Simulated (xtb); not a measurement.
xtb input (GFN1-xTB):

```bash
xtb mol.xyz --gfn 1 --opt tight --chrg 0 --uhf 0
```
mol.xyz:
```
11

N      0.02965768     1.57863568    -0.55059754
Si    -0.17442483     0.08708365     0.28068678
N     -0.89357676    -0.94432494    -0.88466053
N      1.14702229    -0.82892090     0.89070638
H      0.12508551     2.44042721    -0.03793392
H      0.49570521     1.62459778    -1.44332645
H     -0.93018311     0.46686350     1.50097002
H     -0.99170822    -1.92976207    -0.70330609
H     -1.61008819    -0.59735475    -1.50096290
H      1.54359583    -0.61600023     1.79182198
H      1.82781813    -1.24567144     0.27498427
```

End of the output:

```
   1 H   14 Si          1     1.4452641     1.4452641     1.4452641
   7 N   14 Si          3     1.7221150     1.7243149     1.7177152

optimized geometry written to: xtbopt.xyz

           -------------------------------------------------
          | TOTAL ENERGY              -15.362526509830 Eh   |
          | GRADIENT NORM               0.000235329538 Eh/α |
          | HOMO-LUMO GAP               6.980062208881 eV   |
           -------------------------------------------------

------------------------------------------------------------------------
------------------------------------------------------------------------
 total:
 SCF:
 ANC optimizer:
```
